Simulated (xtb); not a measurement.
xtb input:

```bash
xtb mol.xyz --gfn 1 --sp --chrg -1 --uhf 0
```
mol.xyz:
```
6

C      1.19116540     0.02436462     0.00315701
C     -0.01664926    -0.30007511     0.51891372
O     -1.07559004     0.18044252    -0.35335896
H      1.32540947     0.57277564    -0.94124711
H      2.09861003    -0.26004892     0.53013007
H     -1.86639598    -0.10200392     0.10556434
```

Which total energy does the run end on?

-10.62781 Eh (GFN1-xTB).

It need not be the lowest isomer of its formula. Whether it binds its extra electron was not tested at this geometry.
